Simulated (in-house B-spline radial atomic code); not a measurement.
Successive ionisation energies of lutetium; each step leads to the configuration of the next row (after the last: [Kr] 4d10 4f5/2(6) 4f7/2(4) 5s1). Dirac energy differences include first-order Breit, QED and recoil terms. NIST's values go from ground level to ground level; the uncertainty of those that are theory runs from under 0.1 % in few-electron ions to several per cent in heavy many-electron ones. Computed with a radial B-spline atomic code at the basis-set limit: Dirac-Hartree-Fock, jj configuration that fills j = l - 1/2 first, finite nuclei.

Some pairs differ by more than the removed electron.

A number in brackets counts the electrons of a j subshell.

```tsv
ion	configuration	ionisation energy (eV)	tabulated value (eV)	tabulated kind	computed minus tabulated (eV)	highest orbital	largest mean radius (bohr)
Lu	[Xe] 4f14 5d3/2(1) 6s2	4.46	5.425871	measured	-0.96	5d3/2	3.9141
Lu+	[Xe] 4f14 6s2	?	?	semi-empirical	?	?	?
Lu2+	[Xe] 4f14 6s1	19.94	20.9594	measured	-1.02	6s1/2	3.1905
Lu3+	[Xe] 4f14	41.29	45.249	semi-empirical	-3.96	4f7/2	1.4129
Lu4+	[Xe] 4f5/2(6) 4f7/2(7)	?	?	semi-empirical	?	?	?
Lu5+	[Xe] 4f5/2(6) 4f7/2(6)	109.40	98	tabulated theory	11.40	4f7/2	1.3128
Lu6+	[Kr] 4d10 4f5/2(6) 4f7/2(7) 5s2 5p1/2(2) 5p3/2(2)	?	?	tabulated theory	?	?	?
Lu7+	[Kr] 4d10 4f5/2(6) 4f7/2(7) 5s2 5p1/2(2) 5p3/2(1)	128.71	136	tabulated theory	-7.29	4f7/2	1.2781
Lu8+	[Kr] 4d10 4f5/2(6) 4f7/2(7) 5s2 5p1/2(2)	141.24	159	tabulated theory	-17.76	4f7/2	1.1884
Lu9+	[Kr] 4d10 4f5/2(6) 4f7/2(6) 5s2 5p1/2(2)	176.14	185	tabulated theory	-8.86	4f7/2	1.1565
Lu10+	[Kr] 4d10 4f5/2(6) 4f7/2(6) 5s2 5p1/2(1)	196.48	205	tabulated theory	-8.52	4f7/2	1.1375
Lu11+	[Kr] 4d10 4f5/2(6) 4f7/2(6) 5s2	215.78	238	tabulated theory	-22.22	4f7/2	1.0584
Lu12+	[Kr] 4d10 4f5/2(6) 4f7/2(5) 5s2	247.78	276	tabulated theory	-28.22	4f7/2	1.0376
Lu13+	[Kr] 4d10 4f5/2(6) 4f7/2(4) 5s2	291.44	305	tabulated theory	-13.56	4f7/2	1.0176
```

Q: Fill in the row of Lu+.

A: ionisation energy (eV): 12.60; tabulated value (eV): 14.13; computed minus tabulated (eV): -1.53; highest orbital: 6s1/2; largest mean radius (bohr): 3.4235.

Q: Fill in the row of Lu4+.

A: ionisation energy (eV): 64.28; tabulated value (eV): 66.8; computed minus tabulated (eV): -2.52; highest orbital: 4f7/2; largest mean radius (bohr): 1.3603.

Q: Fill in the row of Lu6+.

A: ionisation energy (eV): 111.54; tabulated value (eV): 117; computed minus tabulated (eV): -5.46; highest orbital: 4f7/2; largest mean radius (bohr): 1.303.

Q: Where is the largest jump?

A: From Lu to Lu+, by a factor of 2.82 (4.4633 to 12.597 eV); the highest orbital goes from 5d3/2 to 6s1/2.

Q: How far is this level of theory from the measured and semi-empirical values?

A: Over those 5 rows the differences run from -3.96 to -0.963 eV (mean absolute value 2 eV). The calculation leaves out correlation and, in open shells, the multiplet splittings that an average leaves out.
